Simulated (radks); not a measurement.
Question: The mean radii <r> (bohr) of the occupied orbitals of an atom or ion are listed with their occupations. Method: Dirac Kohn-Sham, PBEsol, spin-unpolarised, spherical densities, finite nucleus; Fermi nuclear charge, rms radius of each element as measured or else 0.836 A^(1/3) + 0.57 fm; computed with a radial shooting solver on a logarithmic mesh with Libxc functionals.

| orbital | occ. | <r> |
|---|---|---|
| 1s1/2 | 2 | 0.03430 |
| 2s1/2 | 2 | 0.1493 |
| 2p1/2 | 2 | 0.1271 |
| 2p3/2 | 4 | 0.1318 |
| 3s1/2 | 2 | 0.4154 |
| 3p1/2 | 2 | 0.4091 |
| 3p3/2 | 4 | 0.4197 |
| 3d3/2 | 4 | 0.3968 |
| 3d5/2 | 6 | 0.4003 |
| 4s1/2 | 2 | 1.043 |
| 4p1/2 | 2 | 1.124 |
| 4p3/2 | 4 | 1.150 |
| 4d3/2 | 1.2 | 1.432 |
| 4d5/2 | 1.8 | 1.442 |

Name the element and its charge. Open shells, if any, are shared by 2j + 1.

Answer: Z = 43, technetium, charge +4: Tc4+ in [Kr] 4d3. The 1s radius gives Z: for a bare nucleus <r> = (2 gamma + 1)/(2Z) with gamma = sqrt(1 - (Z/c)^2), 0.03371 bohr for Z = 43, and screening makes it slightly larger (0.03430 here). The occupations add up to 39, and the charge is Z minus that.
